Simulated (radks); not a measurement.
The mean radii <r> (bohr) of the occupied orbitals of an atom or ion are listed with their occupations. All-electron calculation, scalar-relativistic Kohn-Sham, exchange-only LDA, spin-polarised, spherical densities, point nucleus. Program: a radial shooting solver on a logarithmic mesh with Libxc functionals.

| orbital | occ. | <r> |
|---|---|---|
| 1s up | 1 | 0.02152 |
| 1s down | 1 | 0.02152 |
| 2s up | 1 | 0.09141 |
| 2s down | 1 | 0.09141 |
| 2p up | 3 | 0.08075 |
| 2p down | 3 | 0.08075 |
| 3s up | 1 | 0.2361 |
| 3s down | 1 | 0.2360 |
| 3p up | 3 | 0.2338 |
| 3p down | 3 | 0.2337 |
| 3d up | 5 | 0.2111 |
| 3d down | 5 | 0.2110 |
| 4s up | 1 | 0.4777 |
| 4s down | 1 | 0.4775 |
| 4p up | 1 | 0.4883 |

Name the element and its charge. Open shells, if any, are filled with parallel spins first.

Answer. Z = 65, terbium, charge +34: Tb34+ in [Ar] 3d10 4s2 4p1. The 1s radius gives Z: for a bare nucleus <r> = (2 gamma + 1)/(2Z) with gamma = sqrt(1 - (Z/c)^2), 0.02124 bohr for Z = 65, and screening makes it slightly larger (0.02152 here). The occupations add up to 31, and the charge is Z minus that.
